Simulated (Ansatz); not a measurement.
`FBO[SiH3]` + CH₃SH → `CSBO[SiH3]` + H–F at 700 K and 1 bar (ligand exchange at a B–F bond).

Program: Ansatz. Geometries: PBE0-D4/def2-TZVP. ΔE: electronic, gas phase. CBS: MP2 limit from def2 TZ/QZ plus the TZ coupled-cluster correction, frozen cores. This one scheme is used for every species. Each species was taken in one conformer, which may not be the lowest.

```
     species  CCSD(T)/CBS energy (Eh)  H − E (kJ/mol)  S (J/(mol·K))
 `FBO[SiH3]`               -491.38634           181.6          407.7
       CH₃SH               -438.22835           160.2          309.0
`CSBO[SiH3]`               -829.19213           303.7          513.4
         H–F               -100.39570            45.2          198.5
```

H − E and S are ideal-gas, rigid-rotor, harmonic terms from PBE0-D4/def2-TZVP, for one conformer and one mirror image of each species. 1 Eh = 2625.50 kJ/mol, R = 8.31446 J/(mol·K).

Problem. By hand: ΔE, ΔH, ΔS and ΔG.

Solution. ΔE = (-829.19213) + (-100.39570) − (-491.38634) − (-438.22835) = 0.02686 Eh = 70.5 kJ/mol. Δ(H − E) = 303.7 + 45.2 − 181.6 − 160.2 = 7.1, so ΔH = 77.6 kJ/mol. ΔS = 513.4 + 198.5 − 407.7 − 309.0 = -4.8 J/(mol·K). ΔG = 77.6 − 700 × (-4.8)/1000 = 81.0 kJ/mol.

Problem. By hand: the equilibrium constant, and the temperature at which ΔG would vanish if ΔH and ΔS stayed fixed.

Solution. log₁₀ K = −ΔG/(RT ln 10) = -6.0. ΔH and −TΔS have one sign here, so there is no such temperature. One of them is within its doubt of zero, so this could turn.

The number of gas molecules stays the same, so ΔS is small and ΔH decides. A doubt of 5 kJ/mol in ΔE shifts log₁₀ K by 0.4 here. Other conformers and mirror images would add mixing entropy, several J/(mol·K) or more a flexible species. Modes under 60 cm⁻¹, often nearly free rotors, make the harmonic entropy too high. These are equilibria of isolated gas molecules and say nothing of rates. Largest T1 diagnostic: 0.013 (customary marks: 0.02 for closed shells, 0.045 for open ones).
